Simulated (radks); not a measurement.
The krypton ion Kr31+, configuration [He] 2s2 2p1. Method: Dirac Kohn-Sham, PBE, spin-unpolarised, spherical densities, finite nucleus; open shells fill j = l - 1/2 first; Fermi nuclear charge, rms radius 4.1884 fm; computed with a radial shooting solver on a logarithmic mesh with Libxc functionals.

Normalised radial functions P(r) = r R(r) (large component), r in bohr:

r,1s1/2
0.002048,0.8892
0.002731,1.1455
0.003642,1.4636
0.004858,1.8497
0.006428,2.2904
0.008573,2.7997
0.01143,3.3356
0.01525,3.8408
0.02034,4.2264
0.02713,4.3785
0.03618,4.1866
0.04826,3.5987
0.06437,2.6852
0.08585,1.6602
0.1145,0.8000
0.1515,0.2864
0.2021,0.0645
0.2695,0.0081
0.3595,0.0005
0.4794,0.0000

1s1/2: eigenvalue -16474.0 eV, 0 radial nodes, <r> = 0.0413 bohr, 90 % of the charge inside 0.0738 bohr.
